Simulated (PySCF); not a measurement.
C₆H₁₀NOP.
SMILES: `[P@H](/C=C\C)(CCC#N)=O`

Torsions of this conformer, `[CH3:1]/[CH:2]=[CH:3]\[P@H:4](=[O:5])[CH2:6][CH2:7][C:8]#[N:9]`: C2–C3–P4–O5 -161°, C3–P4–C6–C7 173°, P4–C6–C7–C8 72°.

The closed-shell ground state was solved at several levels (PySCF, density fitting, gas phase, non-relativistic). Isolated species at its PBE0-D3(BJ)/def2-SVP geometry (one conformer only).

| level | basis functions | total energy (Eh) | HOMO (eV) | LUMO (eV) | gap (eV) | dipole (D) |
| --- | --- | --- | --- | --- | --- | --- |
| mPW1PW91/pcSseg-1 | 210 | -705.8326 | -7.91 | -1.08 | 6.83 | 5.92 |
| CAM-B3LYP/def2-SVPD | 267 | -705.4289 | -9.34 | 0.02 | 9.36 | 6.12 |

Problem. Estimate the row for PBE0/pcSseg-1, a basis of 210 functions; the other rows only guide the guess.

Solution. Total energy -705.3498 Eh, HOMO -7.87 eV, LUMO -1.07 eV, gap 6.80 eV, dipole 5.91 D.

Problem. Over all these levels, which gives the widest orbital gap and which the narrowest?

Solution. CAM-B3LYP/def2-SVPD (range-separated hybrid) has the widest, 9.36 eV, and PBE0/pcSseg-1 (global hybrid, 25 % exact exchange) the narrowest, 6.80 eV. Functional and basis both differ between the two, so the spread mixes both effects.

Problem. How far do the dipole and the HOMO energy spread over the levels?

Solution. The dipole runs from 5.91 to 6.12 D (mean 5.98 D) and the HOMO from -9.34 to -7.87 eV.
